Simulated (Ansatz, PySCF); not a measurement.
Reaction 3 R1 + R2 → P1 + P2, each structure at its B3LYP-D3(BJ)/def2-TZVP stationary point, reached from a drawn start (curvature not checked).
R1: H2 (SMILES [H][H]), charge 0, multiplicity 1.
P1, H2O (SMILES O) (charge 0, multiplicity 1):
```xyz
3

O      0.0000     0.0000     0.3896
H      0.0000     0.7650    -0.1949
H      0.0000    -0.7650    -0.1949
```
R2: OSi (SMILES [O+]#[Si-]), charge 0, multiplicity 1.
P2: SiH4 (SMILES [SiH4]), charge 0, multiplicity 1.

P less R. No zero-point or thermal terms.

Correlated levels freeze the cores.

Codes used: Ansatz (a quantum-chemistry and plane-wave program); PySCF for the D3/D4 terms. No computed number here is a measurement.

PBE/def2-TZVPP gives -1.609 eV for the reaction energy.

Predict the shift from PBE, with its sign, for: PBE-D3(BJ)/def2-TZVPP, r2SCAN/def2-TZVPP, PBE0/def2-TZVPP, wB97M-V/def2-TZVPP, B2PLYP/def2-TZVPP, MP2/cc-pV(Q+d)Z, CCSD(T)/cc-pV(Q+d)Z.

PBE-D3(BJ)/def2-TZVPP -0.033; r2SCAN/def2-TZVPP -0.164; PBE0/def2-TZVPP -0.394; wB97M-V/def2-TZVPP -0.014; B2PLYP/def2-TZVPP 0.096; MP2/cc-pV(Q+d)Z 0.123; CCSD(T)/cc-pV(Q+d)Z -0.013 eV. 2 of 7 lie above PBE; the widest gap is to PBE0/def2-TZVPP.
